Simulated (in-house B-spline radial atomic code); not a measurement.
Computed with a B-spline radial atomic code. Model: two electrons, singlet ground state, non-relativistic, full CI in B-splines with partial waves to l = 8 (at full coupling up to 3e-4 hartree above the limit, correlation up to 0.6 % small), density held at that of full coupling by Lieb maximisation.

W(λ) is the mean repulsion in the state of coupling λ less the Hartree energy of the fixed density. Its start is exact exchange, its initial slope is twice the second-order Görling-Levy correlation energy, and its area from 0 to 1 is E_xc. A straight curve means weak, dynamic correlation, and a curve that drops fast and flattens means strong correlation.

Command:
```bash
python run_ac.py task.json out
```
Settings (lengths in bohr, energies in hartree):
```
potential              yukawa
strength               6.01
lmax                   8
second                 2
```

Run time, properties included: 21 s on 1 thread of Intel(R) Xeon(R) Processor @ 2.30GHz, on a shared host.

**W = mean repulsion less Hartree energy, and W of three functionals.**

Given: confinement screened point charge; nuclear charge 6.01; screening of the nucleus 2 1/bohr; external potential -Z exp(-k r)/r.

Computed: LDA exchange minus exact 444.99 millihartree; SCAN exchange minus exact -13.866 millihartree.

```tsv
coupling	W xc (hartree)	W xc minus exchange (millihartree)	kinetic minus Kohn-Sham (millihartree)	LDA (PW92) W minus its exchange (millihartree)	PBE W minus its exchange (millihartree)	SCAN W minus its exchange (millihartree)
0	-3.2134	0	0	0	0	0
0.02	-3.2153	-1.913	0	-14.63	-1.78	-1.84
0.05	-3.2182	-4.772	0.1	-30.99	-4.47	-4.56
0.12	-3.2248	-11.396	0.7	-61.85	-10.8	-10.81
0.25	-3.2369	-23.522	2.9	-107.7	-22.6	-22.13
0.4	-3.2506	-37.24	7.4	-151.46	-36.2	-34.8
0.6	-3.2685	-55.087	16.3	-201.18	-54.14	-51.13
0.8	-3.2858	-72.447	28.4	-244.51	-71.78	-66.9
1	?	?	?	?	?	?
1.4	-3.3352	-121.79	82.5	-351.37	-122.58	-111.28
2	-3.3807	-167.36	159.8	-437.02	-170.03	-151.94
3	?	?	?	?	?	?
4.5	-3.5381	-324.7	661.3	-686.58	-335.96	-292.2
7	-3.6567	-443.32	1336.9	-852.17	-463.6	-399.87
10	-3.765	-551.63	2249.9	-996.9	-583.4	-501.07
```

**Question.** What belongs in the row 1?

**Answer.** W xc (hartree): -3.3027; W xc minus exchange (millihartree): -89.338; kinetic minus Kohn-Sham (millihartree): 43.6; LDA (PW92) W minus its exchange (millihartree): -283.34; PBE W minus its exchange (millihartree): -89.09; SCAN W minus its exchange (millihartree): -82.15.

**Question.** What belongs in the row 3?

**Answer.** W xc (hartree): -3.4494; W xc minus exchange (millihartree): -236.02; kinetic minus Kohn-Sham (millihartree): 330.7; LDA (PW92) W minus its exchange (millihartree): -552.31; PBE W minus its exchange (millihartree): -242.06; SCAN W minus its exchange (millihartree): -213.01.

**Question.** What is the PBE exchange minus exact?

**Answer.** 40.546 millihartree.

**Energy parts, natural occupations and partial-wave weights.**

Computed: total energy -13.8316 hartree; exchange energy -3.2134 hartree; correlation energy -0.045709 hartree; initial slope twice GL2 -0.095811 hartree; Hartree energy 6.4268 hartree; Kohn-Sham kinetic 27.872 hartree; Lieb Oxford ratio E_xc over LDA exchange 1.1773.

```
natural  occupation of the shell (electrons)
      s                                1.998
      p                           0.00095815
      s                           0.00087211
      d                                    ?
      p                           4.1186e-05
      s                           2.1199e-05
```

**Question.** What belongs in the row d?

**Answer.** occupation of the shell (electrons): 5.1506e-05.

| wave | weight |
| --- | --- |
| s | 0.99946 |
| p | ? |
| d | 2.9295e-05 |
| f | 4.345e-06 |
| g | 1.0323e-06 |

**Question.** What belongs in the row p?

**Answer.** weight: 0.00050195.

**Question.** What is the kinetic part over minus potential part?

**Answer.** 0.48836.

**Question.** What is the kinetic part of the DFT correlation energy?

**Answer.** 0.043629 hartree.

Half-way to full coupling W has made 52 % of its drop, against 50 % for a straight line, and second-order (GL2) theory, half the initial slope, overshoots the correlation energy by about 5 %: correlation is weak here. Over couplings 0 to 1 the errors in E_xc come to about +324 millihartree for LDA, +41 millihartree for PBE, -11 millihartree for SCAN, so SCAN is nearest. In LDA and SCAN the errors of exchange and correlation have opposite signs, so the sum is smaller than the larger of the two.
